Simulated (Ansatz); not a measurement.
Program: Ansatz 0.2.0.

A structure relaxed at PBE0-D4/def2-TZVP, charge 0, multiplicity 1:

```xyz
15

C     2.111   -1.322    0.028
B     0.789   -0.480    0.024
O     0.440    0.245    1.126
Si   -0.817    1.077    1.778
O     0.003   -0.500   -1.094
Si   -1.278    0.247   -1.794
H     2.700   -1.183    0.934
H     2.729   -1.076   -0.840
H     1.872   -2.387   -0.068
H    -2.111    0.589    1.230
H    -0.670    2.524    1.485
H    -0.791    0.856    3.244
H    -1.029    0.297   -3.255
H    -2.519   -0.520   -1.524
H    -1.429    1.633   -1.275
```

Problem. Give its formula and SMILES.

Solution. CH9BO2Si2, `CB(O[SiH3])O[SiH3]`.

Problem. Point group (tolerance 0.08 Å, 0.16 Å for H)?

Solution. C1.

Problem. Summarise the bond lengths by kind.

Solution. 1 × B–C 1.567 Å; 3 × C–H 1.090 to 1.095 Å; 2 × B–O 1.365 to 1.366 Å; 2 × O–Si 1.640 to 1.641 Å; 6 × H–Si 1.483 to 1.488 Å.
